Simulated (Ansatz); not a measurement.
Reaction (substitution at a C–Sb bond): `[SiH3][CH2][SbH2]` + `SSS` → `[SiH3]CSSS` + `[SbH3]`

Gas-phase electronic energies from Ansatz, PBE0-D4/def2-TZVP geometries. CBS: MP2 limit from def2 TZ/QZ plus the TZ coupled-cluster correction, frozen cores. DFT in def2-TZVPP. B3LYP here is the variant with VWN-RPA as its local correlation; programs differ in this. def2 core potentials past Kr. For Sb outer-core shells are correlated without core-valence functions, which leaves a few kJ/mol of doubt a bond. Each species was taken in one conformer, which may not be the lowest.

```tsv
level	ΔE (kcal/mol)	difference from CCSD(T)/CBS
r2SCAN-D4	4.2	-2.1
PBE0-D4	4.2	-2.1
B3LYP-D4	4.2	-2.1
ωB97M-V	4.8	-1.5
r2SCAN	4.5	-1.8
PBE0	4.9	-1.4
MP2/def2-TZVPP	6.1	-0.2
SCS-MP2/def2-TZVPP	6.2	-0.1
CCSD/def2-TZVPP	6.1	-0.2
CCSD(T)/def2-TZVPP	5.7	-0.6
HF/def2-QZVPP	6.3	0.0
MP2/def2-QZVPP	6.6	0.3
SCS-MP2/def2-QZVPP	6.6	0.3
HF/CBS(def2)	6.4	0.1
MP2/CBS(def2)	6.8	0.5
CCSD/CBS(def2)	6.8	0.5
CCSD(T)/CBS	6.3	0
```

Largest T1 diagnostic among the species: 0.014.

The D4 term adds −1.0 kcal/mol with B3LYP and −0.7 kcal/mol with PBE0; it sums over pairs of atoms, weighted by their polarisabilities, and B3LYP, whose exchange is more repulsive, gets the larger term.
